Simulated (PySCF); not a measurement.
Isomers of C8H9N, one conformer each; single-point electronic energies without zero-point terms and without any empirical dispersion term.

Level: CAM-B3LYP/def2-SVPD in PySCF, non-relativistic, each on one gas-phase PBE0-D3(BJ)/def2-SVP geometry that isn't relaxed in the solvent. The solvent is an IEF-PCM continuum (van der Waals radii × 1.2). Only the electrostatic response of the medium enters.

| isomer | relative energy, gas (kcal/mol) | dipole (D) |
| --- | --- | --- |
| `[H]/N=C\C1=CC=CC12CC2` | 0.0 | 3.35 |
| `C=C1C[C@H](CC#N)C1=C` | 5.5 | 4.05 |

Problem. How do the relative energies look in dimethylsulfoxide (ε = 46.83)?

Solution. 
```
                 isomer  relative energy, solvent (kcal/mol)  E(solvent) − E(gas) (kcal/mol)  dipole in solvent (D)
`[H]/N=C\C1=CC=CC12CC2`                                  0.0                            -8.0                   4.53
 `C=C1C[C@H](CC#N)C1=C`                                  5.6                            -7.9                   5.39
```

The order is unchanged. Conformers: `[H]/[N:1]=[CH:2]\[C:3]1=[CH:4][CH:5]=[CH:6][C:7]12[CH2:8][CH2:9]2` with N1–C2–C3–C4 1°; `[CH2:1]=[C:2]1[CH2:3][C@H:4]([CH2:5][C:6]#[N:7])[C:8]1=[CH2:9]` with C3–C4–C5–C6 -172°. The gains span 0.1 kcal/mol, the gas-phase energies 5.5 kcal/mol.
